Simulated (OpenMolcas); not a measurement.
Sr: CASPT2 settings compared

| Quantity | Value |
| --- | --- |
| Program | OpenMolcas |
| Basis | ANO-RCC-VTZP [7s6p3d1f] |
| Scalar Hamiltonian | DKH2, point nucleus |
| Active space | 2 electrons in 8 orbitals (5s 5p 6s 6p) |
| State averaging | 2S+1 = 3 even, 3 roots (0 in the spin-orbit step); 2S+1 = 1 even, 1 root; 2S+1 = 3 odd, 3 roots; 2S+1 = 1 odd, 3 roots |
| Spin-orbit coupling | state interaction with AMFI integrals over the reference wave functions, term energies averaged over their components |

Methods on the same reference wave functions:
A. CASSCF
B. SS-CASPT2, IPEA 0.4 Eh, sigma2 regulariser 0.15 Eh (closed shells correlated: 3d 4s 4p)
C. SS-CASPT2, IPEA 0.6 Eh, imaginary shift 0.1 Eh (closed shells correlated: 4s 4p)
D. SS-CASPT2, IPEA 0.5 Eh, no level shift (closed shells correlated: none)

Energies in cm-1 above 5s2 1S0, the measured ground level; measured values from NIST Handbook of Basic Atomic Spectroscopic Data.

```csv
Level,A,B,C,D,Measured
5s2 1S0,0.0,0.0,0.0,0.0,0.0
5s 5p 3P* 0,13399,14147,14173,13106,14318
5s 5p 3P* 1,13540,14287,14314,13247,14504
5s 5p 3P* 2,13826,14573,14600,13533,14899
5s 5p 1P* 1,27679,25062,25323,25429,21698
```

Deviations, from unrounded energies. A percentage is the sum of absolute deviations over the sum of measured energies, with the sign that they share, or ± where signs differ.

```tsv
Against measurement	Levels	A	B	C	D
mean absolute deviation (cm-1)	4	2200	1000	1100	1900
other configurations (%)	4	±13.7	±6.2	±6.5	±11.6
```

B, C lie about equally close to measurement and A furthest from it. The largest miss of B in the table is 5s 5p 1P* 1, by +3400 cm-1. The ranking rests on the paired levels alone, and a cruder setting can come out closer through cancelling errors.

Among B to D the level of the table that moves most is 5s 5p 3P* 0, by 1100 cm-1 (lowest in D, highest in C).

The lowest spin-free term lies below A's lowest term by 0.228 hartree in B, 0.192 hartree in C, 0.001 hartree in D.

Some high roots are left out of the spin-orbit mixing, which shifts the levels that they would mix with. Active for correlation alone: 6p 6s; no level in the range computed is led by a configuration that fills them, so any true level of that kind is missing. Without dynamic correlation excited terms often stand tens of per cent too high (terms of higher spin than the ground term too low), and those without a measured partner can miss by more than the paired ones (holds for A). Computed and measured levels are paired by configuration, term and J; levels that our copy of the source lacks, or whose pairing is in doubt (as where it misses far off the trend of its configuration), stay unpaired and out of the deviations. Levels of configurations outside the active space are missing.

* marks odd parity.
